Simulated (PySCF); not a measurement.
## Shapes and spin states of MnBr₃

These are results of PBE0 in PySCF with Mn def2-SVP, Br def2-SVP; no relativity; density-fitted integrals, not measurements.

Relaxations began from a few typed shapes and spin states; open shells are unrestricted. The search is not exhaustive: other isomers or separated fragments can lie lower, and high-lying points may rest on an excited occupation.

Question: Which is the lowest minimum found?
A. singlet C2v: Mn–Br 2.227 Å (×2), Mn–Br 2.232 Å; Br–Mn–Br 107.9°, Br–Mn–Br 126.1° (×2)
B. quintet (⟨S²⟩ 6.40) C2v: Mn–Br 2.320 Å, Mn–Br 2.326 Å (×2); Br–Mn–Br 96.7°, Br–Mn–Br 131.7° (×2)
C. singlet (closed shell, unstable to spin polarisation) C3v: Mn–Br 2.242 Å (×3); Br–Mn–Br 117.6° (×3)

Answer: B. The others lie at 340.8 (singlet C3v), 356.0 (singlet C2v) kJ/mol above it.

For the lowest minimum: the determinant is spin-contaminated (⟨S²⟩ = 6.40, pure value 6.00). Other spin states or occupations of the open shell can lie lower.
